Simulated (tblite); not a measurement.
Record of a relaxation.

Species: C6H10B (doublet state).
Atom-mapped SMILES: `[CH2:1][C@H:2]1[CH:3]=[C:4]([CH3:5])[BH:6][CH2:7]1` (hydrogens: H8, H9 on C1; H10 on C2; H11 on C3; H12, H13, H14 on C5; H15 on B6; H16, H17 on C7)
Bond orders are those of one Lewis drawing.

Computed with GFN2-xTB (tblite), gas phase: L-BFGS steps from a force-field or distance-geometry start until the largest atomic force falls under 0.01 eV/Å. 10 of its 123 geometries are shown.

Step 0: E = -518.1733 eV, largest atomic force 2.795 eV/Å
```
atom  x, y, z in Å  |  force x, y, z in eV/Å
C1     -1.954    1.364    0.520   -0.821   0.680  -2.584
C2     -1.119    0.540   -0.447    0.072   0.224   1.589
C3      0.357    0.822   -0.218   -1.150   1.200  -0.793
C4      1.071   -0.232    0.095    0.981  -1.962   0.306
C5      2.557   -0.238    0.293    0.537   0.287   0.050
B6      0.161   -1.484    0.126    0.212  -0.134   0.162
C7     -1.296   -0.977   -0.199    0.061  -0.425   0.212
H8     -3.034    1.146    0.378    0.715  -0.055   0.736
H9     -1.791    2.448    0.345    0.119  -0.652   0.767
H10    -1.388    0.788   -1.482   -0.049   0.148   0.035
H11     0.776    1.813   -0.350   -0.273   0.075   0.030
H12     2.863   -1.091    0.929   -0.122   0.520  -0.438
H13     2.878    0.710    0.780   -0.024  -0.631  -0.410
H14     3.057   -0.329   -0.706   -0.302   0.080   0.903
H15     0.494   -2.586    0.358   -0.097   0.108  -0.046
H16    -1.967   -1.201    0.677    0.349   0.329  -1.060
H17    -1.674   -1.482   -1.106   -0.207   0.207   0.541
```

Step 14: E = -518.6418 eV, largest atomic force 0.120 eV/Å
```
atom  x, y, z in Å  |  force x, y, z in eV/Å
C1     -2.028    1.425    0.286   -0.002   0.000   0.010
C2     -1.112    0.537   -0.457   -0.114   0.034   0.018
C3      0.343    0.811   -0.221    0.031  -0.036   0.014
C4      1.085   -0.271    0.075    0.038   0.039   0.010
C5      2.569   -0.225    0.290    0.082   0.007   0.016
B6      0.162   -1.502    0.131    0.010  -0.017  -0.017
C7     -1.289   -0.978   -0.192   -0.023   0.029  -0.002
H8     -3.033    1.122    0.512    0.052  -0.073  -0.031
H9     -1.762    2.443    0.501    0.084  -0.041  -0.004
H10    -1.279    0.710   -1.538   -0.013   0.016  -0.061
H11     0.714    1.819   -0.323    0.043   0.067   0.030
H12     2.893   -1.049    0.923   -0.046   0.004   0.021
H13     2.889    0.711    0.747   -0.058   0.032  -0.016
H14     3.094   -0.323   -0.662   -0.064  -0.003  -0.015
H15     0.466   -2.605    0.353   -0.009  -0.060   0.010
H16    -1.993   -1.144    0.625    0.027   0.030   0.001
H17    -1.728   -1.470   -1.062   -0.035  -0.027   0.016
```

Step 27: E = -518.6519 eV, largest atomic force 0.044 eV/Å
```
atom  x, y, z in Å  |  force x, y, z in eV/Å
C1     -2.015    1.419    0.265   -0.005  -0.001   0.006
C2     -1.110    0.536   -0.491    0.032   0.008   0.005
C3      0.343    0.807   -0.228   -0.009   0.037   0.022
C4      1.081   -0.275    0.073   -0.017   0.000  -0.012
C5      2.562   -0.213    0.298   -0.025   0.000  -0.004
B6      0.157   -1.508    0.112    0.012  -0.007  -0.031
C7     -1.293   -0.974   -0.209    0.018  -0.010   0.006
H8     -3.005    1.094    0.517   -0.016   0.009  -0.004
H9     -1.714    2.410    0.544    0.013  -0.009   0.004
H10    -1.268    0.708   -1.575   -0.006  -0.009   0.007
H11     0.716    1.820   -0.288    0.009   0.008  -0.027
H12     2.885   -1.018    0.954    0.006   0.012   0.016
H13     2.865    0.741    0.727   -0.004   0.004  -0.004
H14     3.075   -0.332   -0.657    0.034  -0.020   0.012
H15     0.449   -2.614    0.347   -0.007   0.002  -0.011
H16    -1.959   -1.107    0.646   -0.014  -0.025  -0.012
H17    -1.775   -1.480   -1.046   -0.022   0.001   0.028
```

Step 41: E = -518.6594 eV, largest atomic force 0.071 eV/Å
```
atom  x, y, z in Å  |  force x, y, z in eV/Å
C1     -2.000    1.418    0.274   -0.011  -0.018  -0.019
C2     -1.112    0.535   -0.500   -0.001  -0.022  -0.001
C3      0.340    0.801   -0.253    0.033   0.021  -0.038
C4      1.084   -0.282    0.031   -0.005   0.022   0.065
C5      2.554   -0.200    0.314    0.009   0.005  -0.003
B6      0.165   -1.519    0.046    0.010  -0.015  -0.017
C7     -1.293   -0.976   -0.210   -0.010  -0.036   0.009
H8     -3.012    1.126    0.470   -0.023   0.024  -0.003
H9     -1.652    2.362    0.643   -0.010   0.010   0.023
H10    -1.294    0.693   -1.581   -0.012   0.010   0.004
H11     0.711    1.813   -0.313    0.029   0.063   0.013
H12     2.832   -0.926    1.076    0.018   0.015  -0.017
H13     2.834    0.797    0.653    0.007  -0.004   0.003
H14     3.128   -0.420   -0.587   -0.024  -0.052  -0.002
H15     0.454   -2.632    0.243    0.019  -0.010  -0.013
H16    -1.896   -1.107    0.690   -0.033   0.026   0.034
H17    -1.849   -1.471   -1.006    0.004  -0.039  -0.038
```

Step 54: E = -518.6687 eV, largest atomic force 0.065 eV/Å
```
atom  x, y, z in Å  |  force x, y, z in eV/Å
C1     -2.001    1.423    0.271    0.007   0.013   0.016
C2     -1.119    0.534   -0.504    0.003   0.002   0.025
C3      0.334    0.808   -0.267   -0.003   0.015   0.014
C4      1.080   -0.266    0.040    0.010   0.015  -0.027
C5      2.548   -0.191    0.336    0.011  -0.008   0.006
B6      0.179   -1.515    0.000   -0.001   0.004   0.008
C7     -1.293   -0.983   -0.192   -0.005   0.010  -0.024
H8     -3.047    1.202    0.366    0.022   0.016  -0.034
H9     -1.603    2.272    0.793   -0.044  -0.036   0.004
H10    -1.329    0.670   -1.582    0.024  -0.018   0.039
H11     0.705    1.822   -0.336   -0.015   0.015   0.007
H12     2.783   -0.791    1.213   -0.001   0.005  -0.017
H13     2.869    0.835    0.518   -0.012  -0.012  -0.040
H14     3.122   -0.591   -0.501   -0.019   0.002   0.012
H15     0.506   -2.632    0.062   -0.008  -0.049   0.042
H16    -1.864   -1.094    0.734    0.032   0.005  -0.023
H17    -1.877   -1.491   -0.960    0.000   0.023  -0.009
```

Step 68: E = -518.6907 eV, largest atomic force 0.169 eV/Å
```
atom  x, y, z in Å  |  force x, y, z in eV/Å
C1     -2.043    1.413    0.266    0.156   0.047   0.043
C2     -1.112    0.554   -0.479    0.013   0.010  -0.022
C3      0.333    0.832   -0.215    0.003  -0.016   0.039
C4      1.087   -0.253    0.037    0.036   0.019  -0.019
C5      2.561   -0.200    0.296   -0.004  -0.022   0.017
B6      0.195   -1.506   -0.019    0.058   0.018   0.056
C7     -1.275   -0.975   -0.191   -0.015  -0.004  -0.002
H8     -3.095    1.348    0.090   -0.121  -0.013  -0.041
H9     -1.694    2.064    1.046   -0.012  -0.049  -0.006
H10    -1.292    0.683   -1.559   -0.028   0.017   0.003
H11     0.691    1.853   -0.241    0.010  -0.019  -0.002
H12     2.781   -0.594    1.288   -0.017  -0.022  -0.005
H13     2.950    0.815    0.238    0.003   0.023  -0.050
H14     3.077   -0.829   -0.428    0.050   0.044   0.015
H15     0.518   -2.624    0.067   -0.001  -0.024  -0.012
H16    -1.814   -1.108    0.748   -0.065   0.029   0.026
H17    -1.876   -1.461   -0.955   -0.066  -0.039  -0.041
```

Step 81: E = -518.6981 eV, largest atomic force 0.050 eV/Å
```
atom  x, y, z in Å  |  force x, y, z in eV/Å
C1     -2.043    1.409    0.264    0.021   0.014  -0.033
C2     -1.106    0.557   -0.480   -0.014  -0.003  -0.011
C3      0.337    0.827   -0.204    0.004  -0.006  -0.013
C4      1.094   -0.261    0.030    0.002  -0.002   0.044
C5      2.569   -0.195    0.284    0.018   0.003   0.010
B6      0.191   -1.509   -0.010   -0.004  -0.002  -0.005
C7     -1.282   -0.972   -0.182    0.016   0.004  -0.007
H8     -3.081    1.423   -0.007   -0.009   0.027   0.015
H9     -1.733    1.924    1.151   -0.011  -0.003   0.035
H10    -1.283    0.691   -1.558   -0.010   0.002  -0.009
H11     0.699    1.846   -0.222    0.013   0.010  -0.012
H12     2.794   -0.507    1.304   -0.037  -0.033   0.000
H13     2.958    0.811    0.144   -0.009   0.037  -0.022
H14     3.094   -0.872   -0.389    0.002  -0.004  -0.004
H15     0.513   -2.630    0.060   -0.022   0.012   0.008
H16    -1.838   -1.077    0.753    0.026  -0.039  -0.008
H17    -1.890   -1.455   -0.947    0.015  -0.017   0.014
```

Step 95: E = -518.7034 eV, largest atomic force 0.055 eV/Å
```
atom  x, y, z in Å  |  force x, y, z in eV/Å
C1     -2.027    1.415    0.271   -0.028  -0.033   0.002
C2     -1.112    0.555   -0.489    0.008  -0.011  -0.016
C3      0.338    0.820   -0.224   -0.004   0.017  -0.015
C4      1.094   -0.263    0.031   -0.007   0.008  -0.014
C5      2.568   -0.182    0.284   -0.010   0.023  -0.003
B6      0.194   -1.512   -0.008   -0.025   0.009   0.025
C7     -1.278   -0.975   -0.181   -0.010  -0.011   0.004
H8     -3.025    1.597   -0.078    0.018   0.006  -0.014
H9     -1.777    1.727    1.266    0.032   0.008   0.032
H10    -1.301    0.693   -1.561   -0.015   0.001  -0.031
H11     0.705    1.836   -0.270   -0.003   0.013   0.012
H12     2.779   -0.434    1.324    0.016  -0.044  -0.028
H13     2.952    0.819    0.091   -0.004  -0.010  -0.004
H14     3.096   -0.893   -0.350    0.007   0.007   0.045
H15     0.497   -2.637    0.066    0.032   0.002   0.006
H16    -1.825   -1.085    0.759   -0.004  -0.004  -0.019
H17    -1.886   -1.468   -0.940   -0.003   0.020   0.019
```

Step 108: E = -518.7069 eV, largest atomic force 0.028 eV/Å
```
atom  x, y, z in Å  |  force x, y, z in eV/Å
C1     -2.014    1.397    0.290   -0.009   0.013   0.004
C2     -1.123    0.544   -0.508   -0.005  -0.001   0.005
C3      0.331    0.820   -0.258   -0.012   0.000  -0.025
C4      1.089   -0.255    0.021   -0.008   0.009   0.007
C5      2.561   -0.174    0.287   -0.018   0.003   0.007
B6      0.195   -1.508    0.008    0.022   0.001  -0.007
C7     -1.278   -0.982   -0.186    0.010  -0.005   0.003
H8     -2.955    1.738   -0.096    0.017  -0.001   0.009
H9     -1.781    1.597    1.319   -0.001   0.000  -0.013
H10    -1.340    0.692   -1.573    0.015   0.005   0.006
H11     0.691    1.839   -0.320   -0.002  -0.015   0.006
H12     2.762   -0.452    1.321    0.013  -0.007   0.021
H13     2.948    0.829    0.117   -0.003   0.006  -0.007
H14     3.099   -0.875   -0.349    0.002   0.003  -0.019
H15     0.518   -2.625    0.115   -0.010  -0.008   0.004
H16    -1.832   -1.090    0.749   -0.015  -0.001  -0.005
H17    -1.878   -1.482   -0.946    0.003   0.000   0.004
```

Step 122: E = -518.7084 eV, largest atomic force 0.009 eV/Å
```
atom  x, y, z in Å  |  force x, y, z in eV/Å
C1     -1.997    1.386    0.305    0.001  -0.001  -0.003
C2     -1.133    0.530   -0.522   -0.001   0.001   0.000
C3      0.325    0.811   -0.288    0.000   0.000   0.001
C4      1.082   -0.253    0.032    0.002  -0.004   0.000
C5      2.555   -0.163    0.286    0.002   0.002  -0.001
B6      0.189   -1.507    0.058   -0.001  -0.003   0.000
C7     -1.280   -0.992   -0.192    0.000  -0.001   0.000
H8     -2.854    1.887   -0.099    0.005   0.002  -0.003
H9     -1.800    1.475    1.356    0.003   0.007   0.005
H10    -1.363    0.693   -1.581   -0.005  -0.003   0.000
H11     0.685    1.827   -0.382   -0.001   0.001   0.004
H12     2.782   -0.518    1.290   -0.001   0.004  -0.001
H13     2.917    0.859    0.185    0.006   0.003   0.002
H14     3.095   -0.798   -0.416   -0.002   0.003   0.001
H15     0.507   -2.617    0.228   -0.003  -0.002  -0.002
H16    -1.884   -1.105    0.711   -0.003  -0.006  -0.001
H17    -1.832   -1.504   -0.980   -0.002  -0.004   0.000
```

**Question.** Summarise the path.

**Answer.** The energy falls by 51.64 kJ/mol from step 0 to step 122; nine tenths of that is first reached at step 35. It rises by more than 0.2 meV at steps 60, 67 and 115. The largest force goes from 2.795 to 0.009 eV/Å. Among the bonds C1–C2 changes most, from 1.521 to 1.470 Å; the atoms move by 0.491 Å rms after alignment.

The cost below is that of the whole relaxation. On one thread of an Arm Neoverse V2, no GPU, shared host with 96 logical CPUs at a one-minute load of 33, this took 0.54 s wall.
